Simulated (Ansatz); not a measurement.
Ansatz (a quantum-chemistry and plane-wave program) input (HF/LANL2DZ): The .json file is the Basis Set Exchange's LANL2DZ.

Ansatz 0.2 input:
```yaml
crystal:
  periodic: [false, false, false]
  atoms:
    - {symbol: Cs, position_ang: [-0.00000000, -0.00000000, -2.00479487]}
    - {symbol: I, position_ang: [0.00000000, 0.00000000, 2.08044750]}
basis:
  gaussian:
    orbitals: LANL2DZ.json
hamiltonian:
  xc: {name: HF}
total_charge: 1
magnetization: {spin_polarized: true, initial_magnetization: 1}
relax: {f_tol: 0.003, max_steps: 120}
```

Output:

```
WARN ansatz: RAYON_NUM_THREADS=1 ignored (pool sized by the plan → 1); use --threads N
Functional definition: HF
integrals: 0.00 GiB planned
340 factors; integrals over basis functions are off by at most 7.6e-5 eV
mean field: 0.05 GiB planned
mean field evaluation 1: about -833.4455 eV, gradient 5.0e0 eV
mean field evaluation 2: about -833.4472 eV, gradient 5.0e0 eV
mean field evaluation 4: about -833.7015 eV, gradient 9.3e-2 eV
mean field evaluation 8: about -833.7017 eV, gradient 3.7e-5 eV
mean field evaluation 16: about -833.6056 eV, gradient 2.1e-1 eV
mean field evaluation 32: about -833.5096 eV, gradient 1.5e-1 eV
mean field -833.70168105 eV, -30.6379716755 hartree, gradient 7.3e-6 eV, S^2 0.750478; 3 other end points of the search recorded, 0 dependent functions left out
the calculation of the forces begins
reference -833.70168105 eV, -30.6379716755 hartree; 8, 7 occupied and 12, 13 virtual orbitals, 340 factors
relax step   1: F+E_penalty+E_count = -833.70168105 eV  Δ(F+E_penalty+E_count) = +0.000e0 eV  max|allowed force component| = 1.947e-1 eV/Å  Δτ_max = 0.0000 Å  (89 SCF iters, accepted)
these checks for a lower state are left out or cut short: starts, cluster_reference, orbital_swaps, neighbouring_geometries, increment
integrals: 0.00 GiB planned
340 factors; integrals over basis functions are off by at most 7.6e-5 eV
mean field: 0.05 GiB planned
mean field -833.70692847 eV, -30.6381645145 hartree, gradient 4.0e-6 eV, S^2 0.750481; 0 other end points of the search recorded, 0 dependent functions left out
the calculation of the forces begins
reference -833.70692847 eV, -30.6381645145 hartree; 8, 7 occupied and 12, 13 virtual orbitals, 340 factors
relax step   2: F+E_penalty+E_count = -833.70692847 eV  Δ(F+E_penalty+E_count) = -5.247e-3 eV  max|allowed force component| = 1.741e-1 eV/Å  Δτ_max = 0.0142 Å  (18 SCF iters, accepted)
these checks for a lower state are left out or cut short: starts, cluster_reference, orbital_swaps, neighbouring_geometries, increment
integrals: 0.00 GiB planned
340 factors; integrals over basis functions are off by at most 7.4e-5 eV
mean field: 0.05 GiB planned
mean field evaluation 64: about -833.7333 eV, gradient 7.4e-3 eV
mean field -833.73333252 eV, -30.6391348453 hartree, gradient 2.8e-6 eV, S^2 0.750504; 0 other end points of the search recorded, 0 dependent functions left out
the calculation of the forces begins
reference -833.73333252 eV, -30.6391348453 hartree; 8, 7 occupied and 12, 13 virtual orbitals, 340 factors
relax step   3: F+E_penalty+E_count = -833.73333252 eV  Δ(F+E_penalty+E_count) = -2.640e-2 eV  max|allowed force component| = 5.309e-2 eV/Å  Δτ_max = 0.1246 Å  (23 SCF iters, accepted)
these checks for a lower state are left out or cut short: starts, cluster_reference, orbital_swaps, neighbouring_geometries, increment
integrals: 0.00 GiB planned
340 factors; integrals over basis functions are off by at most 7.3e-5 eV
mean field: 0.05 GiB planned
mean field -833.73742539 eV, -30.6392852556 hartree, gradient 2.8e-6 eV, S^2 0.750509; 0 other end points of the search recorded, 0 dependent functions left out
the calculation of the forces begins
reference -833.73742539 eV, -30.6392852556 hartree; 8, 7 occupied and 12, 13 virtual orbitals, 340 factors
relax step   4: F+E_penalty+E_count = -833.73742539 eV  Δ(F+E_penalty+E_count) = -4.093e-3 eV  max|allowed force component| = 2.352e-2 eV/Å  Δτ_max = 0.0547 Å  (18 SCF iters, accepted)
these checks for a lower state are left out or cut short: starts, cluster_reference, orbital_swaps, neighbouring_geometries, increment
integrals: 0.00 GiB planned
340 factors; integrals over basis functions are off by at most 7.1e-5 eV
mean field: 0.05 GiB planned
mean field -833.73883297 eV, -30.6393369833 hartree, gradient 2.1e-6 eV, S^2 0.750512; 0 other end points of the search recorded, 0 dependent functions left out
the calculation of the forces begins
reference -833.73883297 eV, -30.6393369833 hartree; 8, 7 occupied and 12, 13 virtual orbitals, 340 factors
relax step   5: F+E_penalty+E_count = -833.73883297 eV  Δ(F+E_penalty+E_count) = -1.408e-3 eV  max|allowed force component| = 5.030e-4 eV/Å  Δτ_max = 0.0629 Å  (20 SCF iters, accepted)
integrals: 0.00 GiB planned
340 factors; integrals over basis functions are off by at most 7.1e-5 eV
mean field: 0.05 GiB planned
mean field evaluation 96: about -833.7388 eV, gradient 1.4e-4 eV
mean field evaluation 128: about -833.5786 eV, gradient 1.3e-1 eV
mean field -833.73883297 eV, -30.6393369833 hartree, gradient 2.1e-6 eV, S^2 0.750512; 4 other end points of the search recorded, 0 dependent functions left out
the calculation of the forces begins
reference -833.73883297 eV, -30.6393369833 hartree; 8, 7 occupied and 12, 13 virtual orbitals, 340 factors
Total energy: -833.73883297 eV, -30.6393369833 hartree
Atom 0 at    -0.000000     0.000000    -2.261294 Å, force     0.000000    -0.000000    -0.000503 eV/Å
Atom 1 at     0.000000    -0.000000     2.336946 Å, force    -0.000000     0.000000     0.000503 eV/Å
Dipole moment:    -0.000000     0.000000    -2.199694 e Å
```

The dipole moment of an ion depends on the origin.
